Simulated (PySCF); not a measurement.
**How methods differ on the ionisation energy of Pd⁴³⁺**

Pd⁴³⁺ [He] 2s1 (2S) → Pd⁴⁴⁺ 1s2 (1S), as a difference of total energies. Computed with PySCF 2.14 in an uncontracted even-tempered set (19 s from 19 bohr⁻², ratio 2.2; 8 p from 29 bohr⁻², ratio 2.4; 5 d from 87 bohr⁻², ratio 2.4; 5 f from 130 bohr⁻², ratio 2.4; 4 g from 200 bohr⁻², ratio 2.4), with the spin-free X2C one-electron Hamiltonian (Gaussian nucleus). Correlated levels: nothing frozen; virtual orbitals above 40 to 60 times the deepest correlated orbital energy dropped. The calculations carry no spin-orbit coupling.

```csv
method,ionisation energy (eV)
UHF,6948.1
LDA,6941.9
PBE,6952.2
PBE0,6951.2
r2SCAN,6945.6
M06,6943.9
TPSSh,6951.0
MP2 (all electrons),6948.3
SCS-MP2 (all electrons),6948.3
```

For this ion Breit and QED terms and the two-electron picture change, all absent here, outweigh the differences among the correlated methods.

For comparison: 6943.1 eV (theoretical estimate listed by NIST; NIST Atomic Spectra Database, ionization energies).
